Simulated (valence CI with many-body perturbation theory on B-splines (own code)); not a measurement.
## Ta50+ in brief

Method: valence CI with perturbative core correlation (CI+MBPT): five valence electrons over a frozen Dirac-Fock core [Ar], a basis of 7 s, 7 p, 8 d, 6 f, 4 g, 1 h functions for each j, with the one-electron correlation potential Σ1 (screened to all orders), the two-electron term Σ2, the three-electron term Σ3, Breit, model QED; selected single and double excitations, second order for the rest, scaled by the run's own slope (own B-spline code, finite nucleus).

No measured spectrum was set against this ion. As an estimate, large intervals hold to a few tenths of a per cent, small ones and those within an open d or f shell to about a per cent. Among the levels kept, up to 570 cm⁻¹ of a level comes from second order outside the variational space, and about a tenth of that is noise between levels of different J, which matters for small intervals. Only levels of the ground parity were solved; by the run's estimate the other parity begins above the list, which can be wrong where configurations are misplaced.

Levels are named by their leading jj configuration (3d3/2^4 stands for four electrons in 3d with j = 3/2), which in mixed levels can hold well under half, so a name can repeat and another be missing.

Rates and lifetimes use the calculated energies. Strong lines usually hold to 10 to 20 %, long lifetimes can be off by a factor of two.

What is the ground level?

(3d3/2^4 3d5/2) J=5/2, composition 26 % 3d⁵ ⁴P + 25 % 3d⁵ ²D + 17 % 3d⁵ ²F, g = 1.288.

What is the ionisation energy?

4537.9 eV; NIST lists 4537 ± 4 eV (theoretical).

How well does LS coupling describe the low levels?

Among the lowest 20 levels the leading LS term, summed over configurations, holds 49 % on average. For single configurations the figures are 49 % in LS and 97 % in jj coupling. Terms mix most in the J = 5/2 level at 0 cm⁻¹, where the leading one holds 26 %.
